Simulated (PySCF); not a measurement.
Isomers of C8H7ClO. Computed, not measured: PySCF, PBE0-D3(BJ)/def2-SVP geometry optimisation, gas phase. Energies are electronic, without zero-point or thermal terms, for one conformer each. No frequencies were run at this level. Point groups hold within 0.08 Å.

Problem. Order them by energy at this level, lowest first, and give relative energies in kcal/mol.
A. `[CH3:1][c:2]1[cH:3][cH:4][cH:5][cH:6][c:7]1[C:8](=[O:9])[Cl:10]` with C6–C7–C8–O9 -179°
B. `[CH3:1][c:2]1[cH:3][cH:4][cH:5][c:6]([C:7](=[O:8])[Cl:9])[cH:10]1` with C5–C6–C7–O8 180°

Solution. B (0.0), A (1.2).

Neighbours under 2.5 kcal/mol apart (Cc1cccc(C(=O)Cl)c1 and Cc1ccccc1C(=O)Cl) can change places with a better method, another conformer or zero-point energy.

| SMILES | E (Eh) | E rel (kcal/mol) | dipole (D) | point group | A, B, C (MHz) |
| --- | --- | --- | --- | --- | --- |
| Cc1cccc(C(=O)Cl)c1 | -843.50641 | 0.0 | 3.92 | – | 2481, 695.0, 544.8 |
| Cc1ccccc1C(=O)Cl | -843.50443 | 1.2 | 3.46 | Cs | 1901, 912.0, 618.7 |

Problem. How do the relative energies change in single points at PBE0/pcSseg-1 (no added dispersion term) on the same geometries?

Solution. 
```
            SMILES  PBE0-D3(BJ)/def2-SVP (kcal/mol)  PBE0/pcSseg-1 (kcal/mol)  shift
Cc1cccc(C(=O)Cl)c1                              0.0                       0.0    0.0
  Cc1ccccc1C(=O)Cl                              1.2                       1.9   +0.7
```

Each column counts from its own lowest isomer. The order is unchanged; the largest shift is 0.7 kcal/mol.
